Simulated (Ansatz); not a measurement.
Relaxation of H₄MgSn (6 atoms, charge 0, multiplicity 1), to a largest force component of 0.02 eV/Å in at most 40 steps.

Level of theory: RKS PBE0/def2-SVP in Ansatz 0.2.0.

```xyz
6
Properties=species:S:1:pos:R:3
Mg 0.661 -1.657 0.697
Sn -0.255 0.606 -0.269
H 1.255 -3.034 1.318
H -1.642 0.662 -1.236
H 0.703 1.565 -1.280
H -0.721 1.858 0.769
```

Problem. Where does it end, and by what steps?

Solution. The run converged. After 3 steps the energy has fallen by 0.228 eV; Sn2 moved furthest, 0.15 Å.

```
step  energy less start (eV)  largest force component (eV/Å)  accepted
   0                  0.0000                           0.758       yes
   1                 -0.1709                           0.457       yes
   2                 -0.2245                           0.163       yes
   3                 -0.2281                           0.006       yes
```

```xyz
6
Properties=species:S:1:pos:R:3
Mg 0.667 -1.641 0.702
Sn -0.301 0.735 -0.317
H 1.268 -3.105 1.334
H -1.722 0.561 -1.279
H 0.818 1.564 -1.334
H -0.729 1.887 0.893
```

Time of the run: 4.7 s on 1 thread of Intel(R) Xeon(R) 6975P-C (Granite Rapids), on a shared host, peak memory 0.12 GiB.
